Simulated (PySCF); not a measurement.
Constitutional and geometric isomers with formula C3H2F2. Isolated molecules, 0 K electronic values unless said otherwise. Strings in code marks are SMILES.

Level of theory: PySCF 2.14.0 with PBE-D3(BJ)/def2-TZVP. All candidates: neutral, multiplicity 1. Delta-SCF ions had no search for a lower state. Excitations are Tamm–Dancoff values on a coarser integration grid. The basis has no diffuse functions, so Rydberg states are missing or too high.

The HOMO–LUMO gap comes out as 5.24 eV, the vertical ionisation energy (Delta-SCF) comes out as 10.37 eV and the S1 excitation (TDA) is 5.34 eV.

### Question
Name which member has these values.
A) `FC#CCF`
B) `FC1=C[C@@H]1F`
C) `C#CC(F)F`
D) `FC=C=CF`

### Answer
D, `FC=C=CF`. The others give `C#CC(F)F`: 6.26 eV, 11.28 eV, 6.33 eV; `FC1=C[C@@H]1F`: 6.03 eV, 10.81 eV, 6.43 eV; `FC#CCF`: 5.97 eV, 10.30 eV, 6.05 eV
